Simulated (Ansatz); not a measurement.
Coupled-cluster run, `[SiH3]S[CH2][GeH3]`.

```yaml
crystal:
  periodic: [false, false, false]
  atoms:
    - {symbol: Si, position_ang: [-0.622377, 2.377682, 0.415396]}
    - {symbol: S, position_ang: [-1.195388, 0.392167, -0.086522]}
    - {symbol: C, position_ang: [0.438320, -0.398377, -0.022448]}
    - {symbol: Ge, position_ang: [0.269440, -2.312092, -0.443307]}
    - {symbol: H, position_ang: [-1.859845, 3.196398, 0.413079]}
    - {symbol: H, position_ang: [0.017860, 2.417204, 1.757671]}
    - {symbol: H, position_ang: [0.349445, 2.911776, -0.576294]}
    - {symbol: H, position_ang: [1.112294, 0.062803, -0.747070]}
    - {symbol: H, position_ang: [0.871624, -0.295132, 0.974364]}
    - {symbol: H, position_ang: [-0.319216, -2.473625, -1.851920]}
    - {symbol: H, position_ang: [1.666567, -2.953604, -0.386085]}
    - {symbol: H, position_ang: [-0.651724, -2.980400, 0.587034]}
basis:
  gaussian: {orbitals: def2-SVP}
correlation: {method: ccsd_t}
```

```sh
$ ansatz run in.yaml --threads 4 --pin off --events-out ev --progress --plain
```

The program prints (abridged):

```
Functional definition: HF
1200 factors; integrals over basis functions are off by at most 1.4e-3 eV
mean field evaluation 1: about -76295.0009 eV, gradient 2.0e1 eV
mean field evaluation 2: about -76295.0367 eV, gradient 2.0e1 eV
mean field evaluation 4: about -76296.6262 eV, gradient 3.1e0 eV
mean field evaluation 8: about -76296.6512 eV, gradient 1.1e-1 eV
mean field evaluation 16: about -76296.6115 eV, gradient 3.7e-1 eV
mean field -76296.65125157 eV, -2803.8502177675 hartree, gradient 3.7e-6 eV, S^2 0.000000; 0 other end points of the search recorded, 0 dependent functions left out
20 core orbitals not correlated: weight in the atoms' cores, before any rotation towards them, 1.000 or more for the frozen orbitals, at most 0.000 for the correlated occupied ones
reference -76296.65125157 eV, -2803.8502177675 hartree; 18, 18 occupied and 84, 84 virtual orbitals, 1200 factors
second order -16.73511924 eV of doubles, -0.00000000 eV of singles
cycle   1  -17.58758164 eV  change   -8.5e-1 eV  update   1.0e-1
cycle   2  -18.21768059 eV  change   -6.3e-1 eV  update   3.1e-2
cycle   3  -18.28536018 eV  change   -6.8e-2 eV  update   1.2e-2
cycle   4  -18.28376107 eV  change    1.6e-3 eV  update   3.0e-3
cycle   5  -18.28335548 eV  change    4.1e-4 eV  update   8.5e-4
cycle   6  -18.28301180 eV  change    3.4e-4 eV  update   2.7e-4
cycle   7  -18.28297850 eV  change    3.3e-5 eV  update   8.0e-5
cycle   8  -18.28298929 eV  change   -1.1e-5 eV  update   2.6e-5
perturbative correction -0.53341026 eV, -0.0196024654 hartree
Total energy: -76315.46765111 eV, -2804.5417076965 hartree
```

It took 9.1 s on 4 threads of a server CPU on a shared host, with 0.62 GiB of host memory at the peak.

The correlation energy is -18.816 eV, 2.8 % of it from (T); the T1 diagnostic reads 0.0100.
